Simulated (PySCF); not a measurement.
**Correlation energy of O²⁺ (oxygen, charge +2)**

[He] 2s2 2p2, high-spin 3P determinant. Calculation: PySCF 2.14, in x2c-QZVPPall (7s4p3d2f1g, 57 functions); scalar relativity by spin-free X2C-1e. Frozen: 1s2; 4 electrons correlated.

```tsv
level	correlation energy (mhartree)
CCSD	-101.93
(T)	-1.50
CCSD(T)	-103.43
```

Diagnostics: T1 = 0.0049, D1 = 0.0096, largest double amplitude 0.121.

Task: Is a single reference adequate?

Result: Mostly. T1 lies below 0.03, but a double amplitude of this size points to a near-degeneracy that CCSD handles and MP2 describes poorly.
